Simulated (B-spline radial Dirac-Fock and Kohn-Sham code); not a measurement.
# Al⁺: input and output of one calculation

ΔSCF core binding energies without Breit or QED terms, calculated with a B-spline atomic structure program. Keys: rel is the Hamiltonian (dirac, or spin-free x2c and nr, where L3 and M5 stand for the whole 2p and 3d shells), method is hf or an exchange,correlation pair (spin-unpolarised, also for the hole states), nuc the nuclear model, radius_factor scales its radius, rmax is the box in bohr, h the logarithmic mesh step, order the B-spline order, points the quadrature points per cell, c_factor scales the speed of light, and damp, ndamp, maxit and tol steer the iteration. The run stops when the commutator error falls below 10·tol·max(1, Z/10), or the numerical noise floor, and the energy has settled to about 1e-8 Ha; the virial ratio is −V/T.

Input (task.json):

```json
{"items": [{"Z": 13, "q": 1, "cfg": [[1, 0, 2], [2, 0, 2], [2, 1, 6], [3, 0, 2]], "A": 27, "rrms": 3.061, "do": "settings", "holes": ["K", "L3", "M5"],
  "settings": [{"rel": "dirac", "method": "hf", "nuc": "fermi", "radius_factor": 1.0, "rmax": 1.0, "h": 0.3, "order": 8, "points": 10, "c_factor": 1.0, "maxit": 88, "damp": 0.5, "ndamp": 3, "tol": 1e-08}]}]}
```

Command: `python xray2_run.py task.json out`

Ground-state iterations:

```
iter   energy (Ha)        error
   1     -192.68368406  3.86e-01
   2     -193.02880309  3.26e-02
   3     -193.03067308  1.55e-02
   4     -193.03106095  7.45e-03
   5     -193.03116232  3.77e-04
   6     -193.03116324  3.50e-05
   7     -193.03116324  2.66e-07
   8     -193.03116324  3.43e-08
```

The ground state converged in 8 iterations, with total energy -193.03116 Ha, virial ratio 1.54054 and highest orbital energy 522.93 eV. ΔSCF binding energies: K (1s) 1418.7 eV. Holes are computed only in closed shells, and unreliable hole states are left out.

Q: One setting is unsound. Which, and why?

A: rmax squeezes the outer orbitals. With the default settings (Dirac Hartree-Fock): The ground state converged in 9 iterations, with total energy -242.12905 Ha, virial ratio 1.99624 and highest orbital energy -17.78 eV. ΔSCF binding energies: K (1s) 1579.6 eV, L3 (2p3/2) 90.48 eV. Holes are computed only in closed shells, and unreliable hole states are left out.
